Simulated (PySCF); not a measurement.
## Excitation energies in several basis sets

Compound: C2H9GeNOSi.
Atom-mapped SMILES: `[CH3:1][C:2](=[O:3])[SiH2:4][NH:5][GeH3:6]` (hydrogens: H7, H8, H9 on C1; H10, H11 on Si4; H12 on N5; H13, H14, H15 on Ge6)

Geometry (PBE0-D3(BJ)/def2-SVP, Å), atoms numbered from 1 in this order:
```xyz
15
C2H9GeNOSi angstrom
C     -2.5196   -0.6145    0.3694
C     -2.2391   -0.0546   -0.9988
O     -3.1010    0.4508   -1.6857
Si    -0.4527   -0.0767   -1.7503
N      0.7367   -0.9239   -0.8118
Ge     1.9845   -0.2176    0.3420
H     -1.8926   -0.1027    1.1185
H     -3.5829   -0.4978    0.6221
H     -2.2325   -1.6784    0.4057
H     -0.5908   -0.6835   -3.1080
H     -0.0452    1.3561   -1.8578
H      0.8170   -1.9249   -0.9641
H      1.4641    1.1679    0.7576
H      2.1050   -1.1451    1.5664
H      3.3683   -0.0795   -0.3262
```

TDDFT with PBE0 (PySCF), vertical singlets, core orbitals frozen in the response, spherical d and f functions. Geometry: PBE0-D3(BJ)/def2-SVP, one conformer, isolated molecule. The PBE0/6-31G* calculation is non-relativistic and has no spin–orbit coupling, an omission that weighs most on germanium.

```csv
basis,functions,diffuse,S1 (eV),S2 (eV),S3 (eV),S4 (eV),S5 (eV),LUMO (eV),α (au)
6-31G*,124,no,3.49,5.39,5.79,6.58,6.92,-0.65,76.8
def2-SVP,151,no,3.45,5.54,5.75,6.74,6.83,-0.83,81.2
def2-SVPD,217,yes,3.41,5.24,5.58,5.98,6.36,-1.15,93.8
aug-cc-pVDZ,236,yes,3.41,4.96,5.50,5.58,5.87,-1.10,95.8
def2-TZVP,263,no,3.41,5.30,5.63,6.37,6.49,-1.05,90.2
```

**Question.** How much do these states and the polarisability depend on the basis?

**Answer.** States are compared by their number. Against the largest diffuse basis here (aug-cc-pVDZ, itself not a converged limit), sets without diffuse functions differ by up to 0.08 eV in S1 and 1.05 eV in S5; the smaller diffuse sets differ by up to 0.00 and 0.49 eV. State by state, the largest deviation of a set without diffuse functions is S1 0.08, S2 0.58, S3 0.30, S4 1.16, S5 1.05 eV. The same number needn't mean the same state in each row. Against aug-cc-pVDZ the polarisability deviates by -20% in 6-31G*, -15% in def2-SVP, -2% in def2-SVPD, -6% in def2-TZVP.
